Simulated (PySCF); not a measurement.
# From computed data to an observable: chemical shift, span and skew from a shielding tensor

B(H)(OH)(SiH3) (BH₅OSi), SMILES OB[SiH3]. Atoms are numbered in the order given.

```xyz
8

B     -0.5918     0.7678     0.0000
H     -1.7575     1.0358     0.0000
O      0.2406     1.8354     0.0000
H      1.1794     1.6166     0.0000
Si     0.0650    -1.1563     0.0000
H     -0.4257    -1.8825     1.1996
H     -0.4257    -1.8825    -1.1996
H      1.5536    -1.2219     0.0000
```
Charge 0, spin multiplicity 1.

The structure is a stationary point at B3LYP-D3(BJ)/def2-TZVP. Other conformers were not sampled.

GIAO shieldings from HF/pcSseg-2 (PySCF), non-relativistic, no solvent. The symmetric part of the tensor of Si5 has the principal values 451.3, 482.3, 497.0 ppm. The same nucleus in TMS has σ = 383.2 ppm at this level (PySCF, at its B3LYP-D3(BJ)/def2-TZVP geometry).

Q: Work out the isotropic shielding, the ²⁹Si shift against TMS, the span and the skew.

A: 
σ(iso) = (σ11 + σ22 + σ33)/3 = 476.9 ppm. δ = σ(ref) − σ(iso) = 383.2 − (476.9) = -93.7 ppm.
Span Ω = σ33 − σ11 = 45.7 ppm. Skew κ = 3(σ(iso) − σ22)/Ω = -0.36. Tumbling in solution averages the tensor to δ; in a static solid the shielding alone would spread this spin-1/2 line over Ω.
